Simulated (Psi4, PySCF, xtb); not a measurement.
Two rigid molecules brought together: H2O2Zn ··· HCl (SMILES [OH][Zn][OH] and Cl). Monomers: optimised at B3LYP-D3(BJ) (def2-TZVP), held rigid. Orientation: a higher rigid-body minimum at GFN2-xTB. Only R, the distance of the centres of mass, is varied, so the lowest point isn't the relaxed dimer.

Geometry at R = 4.48 Å (first 5 atoms: monomer A):
```
7

Zn     0.0068    -0.1630    -0.0178
O      1.0741    -0.0533    -1.4337
H      1.8083     0.5610    -1.3406
O     -1.0531    -0.4510     1.3785
H     -1.8361     0.1064     1.4137
Cl    -1.3128    -1.7835     3.9888
H     -1.1349    -1.2483     2.8375
```

Levels of theory: RKS-B3LYP/3-21G = restricted B3LYP/3-21G, no counterpoise correction run with PySCF; GFN1-xTB (xtb); RKS-M06-2X/6-31G* = restricted M06-2X/6-31G*, spherical d, no counterpoise correction in PySCF; wB97X-D/def2-TZVP, counterpoise-corrected (Psi4).

Interaction energies in kJ/mol; the last columns give the difference from wB97X-D:

| R / Å | RKS-B3LYP/3-21G | GFN1-xTB | RKS-M06-2X/6-31G* | wB97X-D/def2-TZVP | RKS-B3LYP/3-21G − wB97X-D/def2-TZVP | GFN1-xTB − wB97X-D/def2-TZVP | RKS-M06-2X/6-31G* − wB97X-D/def2-TZVP |
|---|---|---|---|---|---|---|---|
| 4.12 | -54.11 | -6.98 | -11.85 | 8.59 | -62.70 | -15.57 | -20.44 |
| 4.25 | -67.40 | -19.90 | -30.60 | -12.14 | -55.26 | -7.77 | -18.46 |
| 4.48 | -68.83 | -28.41 | -42.31 | -27.02 | -41.81 | -1.39 | -15.29 |
| 4.72 | -58.89 | -28.45 | -40.71 | -28.49 | -30.40 | 0.04 | -12.22 |
| 4.87 | -51.33 | -26.54 | -36.92 | -26.48 | -24.85 | -0.05 | -10.44 |
| 5.22 | -34.74 | -19.95 | -26.54 | -19.68 | -15.06 | -0.27 | -6.86 |
| 5.46 | -25.09 | -15.25 | -20.42 | -15.44 | -9.65 | 0.19 | -4.98 |
| 6.01 | -10.60 | -7.56 | -11.20 | -8.80 | -1.80 | 1.24 | -2.39 |
| 6.71 | -4.57 | -3.63 | -5.23 | -4.62 | 0.05 | 0.99 | -0.61 |
| 7.71 | -2.22 | -1.74 | -2.29 | -2.12 | -0.09 | 0.38 | -0.17 |
| 8.99 | -1.07 | -0.82 | -1.09 | -0.97 | -0.10 | 0.15 | -0.12 |

RKS-B3LYP/3-21G is furthest from wB97X-D/def2-TZVP at 4.12 (-62.70 kJ/mol, below); its mean absolute difference over the points is 21.98 kJ/mol.

GFN1-xTB is furthest from wB97X-D/def2-TZVP at 4.12 (-15.57 kJ/mol, below); its mean absolute difference over the points is 2.55 kJ/mol.

RKS-M06-2X/6-31G* is furthest from wB97X-D/def2-TZVP at 4.12 (-20.44 kJ/mol, below); its mean absolute difference over the points is 8.36 kJ/mol.
